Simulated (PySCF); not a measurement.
These are PySCF with PBE-D3(BJ)/def2-TZVP // B3LYP-D3(BJ)/def2-TZVP values and carry that method's errors. Gas-phase values, no solvent. One relaxed conformer stands for a flexible species; it need not be the lowest. Excitations are Tamm–Dancoff values on a coarser integration grid. The basis has no diffuse functions, so Rydberg states are missing or too high.

Reference species (SMILES): `BNCN` (neutral, multiplicity 1).

```
Item                  Result
-------------------  -------
S1–T1 gap (TDA)      0.18 eV
T1 excitation (TDA)  4.96 eV
```

Changed species: `NBNC` (C–N–B–N torsion 180°).

### Question
What does the change do to the S1–T1 gap (TDA) and T1 excitation (TDA)?

### Answer
the S1–T1 gap (TDA) stays essentially unchanged; the T1 excitation (TDA) rises by 0.35 eV, to 5.31 eV.
